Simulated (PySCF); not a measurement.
# DySi at PBE0

Level: PBE0. basis Dy x2c-SVPall, Si x2c-SVPall; spin-free X2C with a Gaussian nucleus; PySCF 2.14.

For DySi, the state is nonet, about 9.6 electrons in the 4f shell (Mulliken), real f orbitals that mix terms, a second solution, started from another occupation. The bond length is 2.760 Å. The harmonic wavenumber is 236 cm⁻¹. The force constant is 0.783 mdyn/Å and the rotational constant Be is 0.09262 cm⁻¹. The anharmonicity ωexe is 0.652 cm⁻¹. The vibration–rotation constant αe is 0.000452 cm⁻¹. The energy of the minimum from ground-state Dy (4f10 6s2) + Si is -1.32 eV and the bond order (Mayer) is 1.51. The dipole moment (positive dipole means Dy(−)Si(+)) is -4.35 D.

Spin–orbit coupling is left out, which matters for elements this heavy, above all for dissociation energies.
